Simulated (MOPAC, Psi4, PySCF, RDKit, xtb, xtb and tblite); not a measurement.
Two geometries of SMILES C=CCCO, relaxed at GFN2-xTB with one dihedral held; other torsions can differ between them too.

Structure A

```
13

C     -2.0936     0.1660     0.3252
C     -0.9900     0.6504    -0.2145
C      0.1946    -0.1775    -0.6010
C      1.3543     0.0581     0.3798
O      1.1448    -0.5812     1.6139
H     -2.9162     0.7985     0.6132
H     -2.2272    -0.8918     0.4869
H     -0.8775     1.7167    -0.3649
H     -0.0588    -1.2386    -0.5928
H      0.5257     0.0992    -1.6040
H      2.2768    -0.3725    -0.0166
H      1.5065     1.1384     0.5230
H      0.2820    -0.3111     1.9514
```

Structure B

```
13

C      2.1896     0.1677     0.2337
C      1.0225     0.6500    -0.1493
C     -0.1537    -0.1857    -0.5371
C     -1.3555     0.0810     0.3812
O     -2.5616    -0.4193    -0.1427
H      3.0114     0.8081     0.5045
H      2.3761    -0.8927     0.2855
H      0.8604     1.7190    -0.1926
H      0.1081    -1.2463    -0.5101
H     -0.4544     0.0704    -1.5577
H     -1.5132     1.1578     0.4822
H     -1.1597    -0.3346     1.3800
H     -2.4758    -1.3712    -0.2671
```

### Question
Which is lower in energy at the level DF-MP2 (frozen core)/cc-pVTZ // GFN2-xTB (Psi4), and by how much?

### Answer
A is lower, by 1.48 kcal/mol (dihedral C2–C3–C4–O5: 75° in A, 165° in B).

E(B) − E(A) in kcal/mol at the other levels, on the same two geometries: GFN2-xTB (xtb and tblite) 0.64; MMFF94 // GFN2-xTB (RDKit) 2.17; PBE/def2-TZVP // GFN2-xTB (Psi4) 1.23; PBE-D3(BJ)/def2-TZVP // GFN2-xTB (Psi4) 1.50; HF/cc-pVTZ // GFN2-xTB (Psi4) 0.59; UFF // GFN2-xTB (RDKit) -0.26; PM3, restricted, heats of formation // GFN2-xTB (MOPAC) 0.27; PM7, restricted, heats of formation // GFN2-xTB (MOPAC) 0.58; GFN1-xTB // GFN2-xTB (xtb) 0.45; restricted B3LYP/6-31G*, spherical d // GFN2-xTB (PySCF) 1.19; restricted Hartree-Fock/LANL2DZ // GFN2-xTB (PySCF) 0.42; restricted B3LYP/LANL2DZ // GFN2-xTB (PySCF) 0.91.
